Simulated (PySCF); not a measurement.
BeH2SSe, SMILES [SeH][Be][SH]. Atoms are numbered in the order given.

```xyz
5

Be     0.0409     0.3789    -0.5796
S      0.1627     1.4305    -2.1575
H     -1.1036     1.8727    -2.0380
Se    -0.0339    -0.7171     1.1321
H     -0.5106    -1.8948     0.3855
```
Charge 0, spin multiplicity 1.

Coordinates come from a B3LYP-D3(BJ)/def2-TZVP optimisation. The values are those of a single conformer.

All values below come from PBE0/pcSseg-2 (PySCF).

GIAO shieldings, no solvent; atoms alike by connectivity are averaged. δ = σ(ref) − σ: ³³S against H2S (σ = 711.3 ppm); ¹H against TMS (σ = 31.54 ppm); ⁷⁷Se against Me2Se (σ = 1739.2 ppm), references at their B3LYP-D3(BJ)/def2-TZVP geometries, non-relativistic.

Problem. Estimate the chemical shifts. (An estimate is asked for; the answer gives what the named calculation found.)

Solution. 
```
nucleus  atoms  count  δ (ppm)
-------  -----  -----  -------
³³S         S2      1     -5.8
¹H          H3      1     0.85
¹H          H5      1     0.79
⁷⁷Se       Se4      1   -477.0
```
